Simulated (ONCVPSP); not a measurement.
## fluorine: excitation energies, all-electron against ONCV

```json
{"Element": "F", "Generator": "ONCVPSP 4.0.1", "Type": "optimised norm-conserving Vanderbilt (ONCV)", "Functional": "PBEsol", "Relativity": "scalar-relativistic", "Frozen core": "[He]", "Valence charge": "7", "Reference configuration": "2s1.5 2p5.5", "Partial waves": "2s: rc 0.65 bohr, ncon 4, nbas 7, qcut 12 1/bohr, 2 projectors, debl 0.4 Ha; 2p: rc 1.20 bohr, ncon 3, nbas 6, qcut 12.5 1/bohr, 2 projectors, debl 2.4 Ha; d scattering state at 0.13 Ha: rc 1.00 bohr, ncon 5, nbas 9, qcut 8.5 1/bohr, 2 projectors, debl 3.9 Ha", "Local potential": "polynomial inside 0.45 bohr (lpopt 3, dvloc0 0 Ha)", "Core correction": "Teter function fitted to the true core (icmod 2), fcfact 0.2"}
```

In the s channel the program set the typed energies aside and used -1.101, 0.250 Ha.

Energies are relative to the spin-unpolarised reference configuration 2s1.5 2p5.5; without spin polarisation the order of configurations can differ from experiment.

```
valence configuration  charge  ΔE all-electron (eV)  error AE − PS (meV)
              2s2 2p5       0                -9.341                 +3.5
              2s2 2p4      +1                 9.976                  +28
              2s2 2p3      +2                48.254                 +134
              2s1 2p5      +1                28.963                 -4.2
```

Levels in the configuration 2s2 2p5:

| level | all-electron (eV) | pseudo (eV) |
| --- | --- | --- |
| 2s | -29.721 | -29.725 |
| 2p | -11.052 | -11.043 |
